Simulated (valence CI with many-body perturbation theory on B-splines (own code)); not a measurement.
## Mo26+: what each term of the Hamiltonian does

Computed by configuration interaction combined with many-body perturbation theory (CI+MBPT): six valence electrons over a frozen Dirac-Fock core [Ne], radial functions for each j: 9 s, 9 p, 8 d, 6 f, 3 g, 1 h, with the one-electron correlation potential Σ1, the two-electron term Σ2, the three-electron term Σ3, Breit, model QED; selected CI, second order for the rest, scaled by the run's own slope (own B-spline code, finite nucleus).

The last digits are not significant, and no measured levels were compared; by estimate large intervals hold to a few tenths of a per cent, small ones and those within an open d or f shell to about a per cent. Among the levels kept, up to 1600 cm⁻¹ of a level comes from second order outside the variational space, and about a tenth of that is noise between levels of different J, which matters for small intervals.

Each rung adds one term. CI alone is the Dirac-Coulomb CI over the frozen core; QED comes last and gives the full result, which names the levels. Energies are above 3s2 3p4 3P_2 on the same rung, in eV.

Names give the largest LS component (configuration and term), which can be under half, so a name can repeat, a term be missing and a line seem to break the LS rules; names also repeat where a configuration has a term twice. Letters in brackets count levels of one name in rising energy.

```
               Level  CI alone
        3s2 3p4 3P_0      8.32
        3s2 3p4 3P_1     21.97
        3s2 3p4 1D_2     27.37
        3s2 3p4 1S_0     53.48
        3s 3p5 3P°_2     95.66
        3s 3p5 3P°_1    102.64
3s2 3p3 3d 3F°_2 [a]    110.55
    3s2 3p3 3d 5D°_0    111.11
    3s2 3p3 3d 5D°_3    111.96
    3s2 3p3 3d 5D°_1    115.62
    3s2 3p3 3d 5D°_4    116.31
        3s 3p5 3P°_0    119.32
    3s2 3p3 3d 5D°_2    120.19
    3s2 3p3 3d 1P°_1    125.45
    3s2 3p3 3d 3G°_3    126.80
3s2 3p3 3d 3D°_1 [a]    129.44
```

Task: What do these energies become with core correlation, Breit and QED?

Result: 3s2 3p4 3P_0 8.29 (-0.027); 3s2 3p4 3P_1 21.75 (-0.215); 3s2 3p4 1D_2 27.05 (-0.325); 3s2 3p4 1S_0 52.94 (-0.544); 3s 3p5 3P°_2 95.16 (-0.498); 3s 3p5 3P°_1 102.08 (-0.559); 3s2 3p3 3d 3F°_2 [a] 109.78 (-0.767); 3s2 3p3 3d 5D°_0 110.44 (-0.675); 3s2 3p3 3d 5D°_3 111.09 (-0.867); 3s2 3p3 3d 5D°_1 114.81 (-0.811); 3s2 3p3 3d 5D°_4 115.28 (-1.024); 3s 3p5 3P°_0 118.64 (-0.687); 3s2 3p3 3d 5D°_2 119.19 (-0.994); 3s2 3p3 3d 1P°_1 124.58 (-0.869); 3s2 3p3 3d 3G°_3 125.75 (-1.046); 3s2 3p3 3d 3D°_1 [a] 128.39 (-1.045).

Task: How does the ionisation energy move along the ladder, and which term matters most?

Result: CI alone 1387.8, + Σ1 1388.6, + Σ2 1388.6, + Σ3 1388.1, + Breit 1387.5, + QED 1387.5 eV. The largest step is Σ1, 0.8 eV. NIST lists 1385.1 ± 1.9 eV (semi-empirical).
